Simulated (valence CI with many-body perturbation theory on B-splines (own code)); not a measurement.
# La VIII: fill in the table

Calculated by configuration interaction combined with many-body perturbation theory (CI+MBPT): four valence electrons over a frozen Dirac-Fock core [Kr] 4d10, radial functions for each j: 8 s, 8 p, 9 d, 9 f, 6 g, 3 h, 2 i, with the one-electron correlation potential Σ1, the two-electron term Σ2, the three-electron term Σ3, Breit, model QED; selected CI, second order for the rest, scaled by the run's own slope (own B-spline code, finite nucleus).

No measured levels were compared; by estimate levels hold to about 250 cm⁻¹ or 0.2 % of their energy and the worst to 1 %, as in measured heavy ions of charge 2 to 7; those with d or f electrons hold less well. Core correlation moves these levels by up to 38000 cm⁻¹, and in measured spectra 5 to 20 % of such shifts remained as error; rates that hang on mixing are uncertain with them.

| Level | E (eV) |
| --- | --- |
| (5s^2 5p1/2^2) J=0 | 0.000 |
| (5s^2 5p1/2 5p3/2) J=1 | 2.392 |
| (5s^2 5p1/2 5p3/2) J=2 | 3.191 |
| (5s^2 5p3/2^2) J=2 | 6.292 |
| (5s^2 5p3/2^2) J=0 | 8.758 |
| (4f5/2 5s^2 5p1/2) J=3 | 14.168 |
| (4f7/2 5s^2 5p1/2) J=3 | 14.662 |
| (4f5/2 5s^2 5p1/2) J=2 | 14.778 |
| (4f7/2 5s^2 5p1/2) J=4 | 14.879 |
| (5s 5p1/2^2 5p3/2) J=2 | 17.068 |
| (4f5/2 5s^2 5p3/2) J=3 | ? |
| (4f7/2 5s^2 5p3/2) J=4 | ? |
| (4f7/2 5s^2 5p3/2) J=5 | 17.855 |
| (4f7/2 5s^2 5p3/2) J=3 | ? |
| (4f5/2 5s^2 5p3/2) J=2 | 18.090 |
| (4f5/2 5s^2 5p3/2) J=1 | 18.463 |
| (4f5/2 5s^2 5p3/2) J=4 | 18.912 |
| (4f7/2 5s^2 5p3/2) J=2 | ? |
| (5s 5p1/2^2 5p3/2) J=1 | ? |
| (5s 5p1/2 5p3/2^2) J=2 [a] | ? |

Levels are named by their leading jj configuration (3d3/2^4 stands for four electrons in 3d with j = 3/2), which in mixed levels can hold well under half, so a name can repeat and another be missing. Letters in brackets count levels of one name in rising energy.

Task: The levels stand in rising order. What does the calculation give for the missing energies?

Result: (4f5/2 5s^2 5p3/2) J=3 17.124; (4f7/2 5s^2 5p3/2) J=4 17.451; (4f7/2 5s^2 5p3/2) J=3 18.002; (4f7/2 5s^2 5p3/2) J=2 19.539; (5s 5p1/2^2 5p3/2) J=1 20.515; (5s 5p1/2 5p3/2^2) J=2 [a] 20.899.
